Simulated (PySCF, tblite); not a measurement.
A set of runs on `C[SiH2][C@H](C)[CH]CCl` [radical]; the geometry of each is named by its level. Settings lines and outputs come from a driver script.

Compound: C5H12ClSi (doublet state).
Atom-mapped SMILES: `[CH3:1][SiH2:2][C@H:3]([CH3:4])[CH:5][CH2:6][Cl:7]` (hydrogens: H8, H9, H10 on C1; H11, H12 on Si2; H13 on C3; H14, H15, H16 on C4; H17 on C5; H18, H19 on C6)

Step 1: GFN2-xTB geometry optimisation, gas phase (tblite 0.8.0) (from a force-field or distance-geometry start)
```json
{"job": {"kind": "relax", "xc": "GFN2-xTB", "basis": "xTB"}, "charge": 0, "multiplicity": 2}
```
```
step      E/eV     max force
  0    -626.38859    1.772
  1    -626.51147    1.041
  2    -626.55397    0.413
...
172    -626.74719    0.014
173    -626.74722    0.018
174    -626.74725    0.019
175    -626.74727    0.013
176    -626.74728    0.007
```

Energy lowered by 8.3 kcal/mol over 176 steps; largest atomic force 0.007 eV/Å at the end. «max force» is the largest atomic force in eV/Å.

Time: 1.3 s wall. Hardware: one thread, Arm Neoverse V2 (aarch64), on a shared host.

Step 2: GFN2-xTB harmonic vibrations, gas phase (tblite 0.8.0) (on the GFN2-xTB geometry)
```json
{"job": {"kind": "ir", "xc": "GFN2-xTB", "basis": "xTB"}, "charge": 0, "multiplicity": 2}
```
```
(table of modes left out)
```

51 modes from 47 to 3082 cm⁻¹ (unscaled, harmonic); zero-point energy 94.4 kcal/mol; all wavenumbers are real at this level.

Hardware: Arm Neoverse V2, one thread, shared host with 96 logical CPUs at a one-minute load of 39. Cost: 0.68 s of wall time.

Step 3: UKS B3LYP, pcH-1 on C Cl H Si, non-relativistic, mean-field spin-orbit, GIAO (PySCF 2.14.0) (on the GFN2-xTB geometry)
```json
{"job": {"kind": "epr", "basis": "pcH-1"}, "charge": 0, "multiplicity": 2}
```
```
...
E = -947.44782902 Eh   <S^2> = 0.7557 (exact 0.7500)
g shifts (ppm)      1          2          3
  rmc          -194       -194       -194
  gc             -8         24         11
  oz_so         -35       1277       3810
  total        -238       1106       3627
hyperfine (MHz)  atom isotope    a_iso     a_fc   dipolar eigenvalues
    0   13C       0.28       0.29     -0.77     -0.49      1.26
    1  29Si    -100.80    -100.93    -22.58     10.81     11.78
    2   13C     -23.00     -23.01     -4.86     -1.82      6.67
    3   13C      21.57      21.57     -2.17     -1.75      3.92
    4   13C      66.60      66.60    -63.64    -62.94    126.58
    5   13C      15.23      15.37     -3.37      0.18      3.19
    6  35Cl      58.66      56.97    -39.79    -38.76     78.55
    7    1H      -0.12      -0.12     -0.97     -0.95      1.91
    8    1H      -0.33      -0.33     -1.96     -0.49      2.44
    9    1H       4.39       4.39     -0.93     -0.49      1.43
   10    1H      23.65      23.64     -2.13     -0.73      2.85
   11    1H      -3.03      -3.03     -2.97     -1.30      4.27
   12    1H      38.91      38.91     -3.98     -3.43      7.41
   13    1H      -0.80      -0.80     -2.15     -1.35      3.50
   14    1H       0.73       0.73     -3.50     -1.99      5.50
...
```

⟨S²⟩ 0.756; g_iso 2.0038. rmc, gc and oz_so are the mass-correction, gauge-correction and orbital-Zeeman/spin–orbit parts of the g shift along its three principal axes; a_iso is the isotropic hyperfine coupling and a_fc its Fermi-contact part. The log counts atoms from 0, this text from 1.

The run took 2.2 min wall (with the writing of density and orbital grids) on Arm Neoverse V2, one thread, shared host with 96 logical CPUs at a one-minute load of 38, and the process peaked at 1.1 GiB of memory.

Geometry of the electronic-property runs (GFN2-xTB):
```
atom  x, y, z in Å
C1     2.0075    1.3936   -0.1273
Si2    1.4044   -0.3770    0.1638
C3    -0.4812   -0.3140    0.7183
C4    -0.7604   -1.4422    1.7053
C5    -1.3369   -0.3901   -0.4589
C6    -1.6721    0.7274   -1.2639
Cl7   -0.3819    0.9327   -2.7404
H8     1.8597    2.0199    0.7490
H9     1.4888    1.8552   -0.9615
H10    3.0682    1.3966   -0.3589
H11    2.1324   -0.9779    1.2923
H12    1.5220   -1.2379   -1.0112
H13   -0.6141    0.6511    1.2157
H14   -0.1064   -1.3725    2.5705
H15   -1.7920   -1.3940    2.0517
H16   -0.6048   -2.4108    1.2364
H17   -1.5830   -1.3749   -0.8273
H18   -2.5802    0.6286   -1.8478
H19   -1.5799    1.6955   -0.7836
```

 (This holds for the electronic-property runs.)

One conformer stands for the species.
